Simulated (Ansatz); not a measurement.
**AsO (charge +1): shapes and states compared**

Program: Ansatz, Gaussian basis, development build. Basis cc-pwCVTZ-PP on As, cc-pVTZ on O, scalar-relativistic core potentials (10 electrons on As), no spin–orbit coupling, 5 orbitals frozen in the corrections; active space CAS(6,6). Restricted Hartree–Fock, then the lowest state-specific CASSCF solution met for each case. On stretched bonds single-reference methods can fail or change state. Solutions in different active orbitals can move differences by tenths of an eV and at times more than 1 eV.

Case A, singlet: bond length 1.6240 Å.

Case B, triplet: the shape of A.

Energy less that of case A, in eV:

| case | RHF/ROHF | CASSCF |
| --- | --- | --- |
| B | +1.506 | +3.993 |

Question: Give the SC-NEVPT2 energies against case A.

Answer: B: +3.763 eV (86.8 kcal/mol).

Question: Which case is lowest, and do the methods agree?

Answer: A is lowest in SC-NEVPT2. Of the methods shown, RHF/ROHF, CASSCF agree.
